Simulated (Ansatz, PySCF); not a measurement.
SiFCl2Br, SMILES Cl[Si](Br)(Cl)F. Atoms are numbered in the order given.

```xyz
5

F     -0.6139     1.8789     0.0000
Si    -0.4527     0.2811     0.0000
Cl    -1.3527    -0.4489    -1.6610
Cl    -1.3526    -0.4489     1.6610
Br     1.6663    -0.2072     0.0000
```

The structure is a stationary point at ωB97X-D3(BJ)/def2-SVP.

Two levels are set side by side: PBE-D3(BJ)/def2-SVP (Ansatz, a program for electronic structure) and ωB97X-D3(BJ)/def2-SVP (PySCF). Each level has its own optimised geometry; the coordinates shown are those of the second. Frequencies come from the Hessian of PySCF at each geometry. Differences are taken from unrounded values.

```tsv
quantity	ωB97X-D3(BJ)
mean bond length (Å)	1.958
bond F1–Si2 (Å)	1.606
bond Si2–Cl3 (Å)	2.025
bond Si2–Cl4 (Å)	2.025
bond Si2–Br5 (Å)	2.174
highest harmonic wavenumber (cm⁻¹)	948
mean harmonic wavenumber (cm⁻¹)	405
zero-point energy (kcal/mol)	5.21
```

Q: What does PBE-D3(BJ) give, and how far is it from ωB97X-D3(BJ)? (An estimate is asked for; the answer gives what the named calculation found.)

A: 
```json
[
 {"quantity": "mean bond length (Å)", "PBE-D3(BJ)": "1.979", "PBE-D3(BJ) minus ωB97X-D3(BJ)": "0.021"},
 {"quantity": "bond F1–Si2 (Å)", "PBE-D3(BJ)": "1.621", "PBE-D3(BJ) minus ωB97X-D3(BJ)": "0.015"},
 {"quantity": "bond Si2–Cl3 (Å)", "PBE-D3(BJ)": "2.046", "PBE-D3(BJ) minus ωB97X-D3(BJ)": "0.021"},
 {"quantity": "bond Si2–Cl4 (Å)", "PBE-D3(BJ)": "2.046", "PBE-D3(BJ) minus ωB97X-D3(BJ)": "0.021"},
 {"quantity": "bond Si2–Br5 (Å)", "PBE-D3(BJ)": "2.202", "PBE-D3(BJ) minus ωB97X-D3(BJ)": "0.028"},
 {"quantity": "highest harmonic wavenumber (cm⁻¹)", "PBE-D3(BJ)": "906", "PBE-D3(BJ) minus ωB97X-D3(BJ)": "-42"},
 {"quantity": "mean harmonic wavenumber (cm⁻¹)", "PBE-D3(BJ)": "382", "PBE-D3(BJ) minus ωB97X-D3(BJ)": "-23"},
 {"quantity": "zero-point energy (kcal/mol)", "PBE-D3(BJ)": "4.92", "PBE-D3(BJ) minus ωB97X-D3(BJ)": "-0.29"}
]
```

GGA bonds tend to be longer and softer than those of functionals with exact exchange. Differences between two approximate levels are no errors against the true value.
